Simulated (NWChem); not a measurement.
System: CH3BeFO; SMILES C[O][Be][F]

```xyz
7

Be    -0.0021    -0.8243     0.0010
F      0.0021    -2.2243    -0.0005
O     -0.0076     0.5685     0.0011
C      0.0045     1.9502    -0.0008
H     -0.6951     2.3625     0.7617
H      1.0201     2.3478     0.2258
H     -0.3018     2.3564    -0.9916
```
Atoms are numbered in this order, from 1.

Results from NWChem. Geometry: optimised at PBE-D3(BJ)/def2-SVP.

Task: Order these by “highest occupied level (eV)”, lowest first: LC-BLYP (range parameter 0.33 per bohr)/def2-SVP; B3LYP/def2-SVP; OLYP/def2-SVP; CAM-B3LYP/def2-SVP.

Result: LC-BLYP (range parameter 0.33 per bohr)/def2-SVP (-10.67), CAM-B3LYP/def2-SVP (-9.84), B3LYP/def2-SVP (-8.13), OLYP/def2-SVP (-6.70)
